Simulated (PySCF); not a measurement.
# Converging TlO in the basis (PBE0)

PySCF, UKS reference; doublet, unpaired electrons π ↑; De to Tl + O without counterpoise correction.

```
             basis                           relativity  functions  Re (Å)  ωe (cm⁻¹)  De (eV)  μ (D)
cc-pVDZ-PP/cc-pVDZ  scalar-relativistic core potentials         37   2.191        477     2.97  -3.20
         def2-SVPD  scalar-relativistic core potentials         55   2.220        446     3.19  -4.04
cc-pVTZ-PP/cc-pVTZ  scalar-relativistic core potentials         69   2.184        461     3.13  -3.46
      x2c-TZVPPall                        spin-free X2C        114   2.177        458     3.18  -3.62
```

Task: How does each smaller set differ from the one with most functions, x2c-TZVPPall?

Result: cc-pVDZ-PP/cc-pVDZ: +1.4 pm, +4.1 % in ωe, -0.21 eV in De; def2-SVPD: +4.3 pm, -2.6 % in ωe, +0.01 eV in De; cc-pVTZ-PP/cc-pVTZ: +0.7 pm, +0.7 % in ωe, -0.05 eV in De. All at PBE0; the set with most functions is neither the basis-set limit nor always the best. The rows treat relativity differently, so the differences are not basis effects alone.

A positive dipole means Tl(−)O(+). Spin–orbit coupling is left out, which matters for elements this heavy, above all for dissociation energies. The state is the lowest determinant that a PBE0 search found; another state may lie lower at other levels.
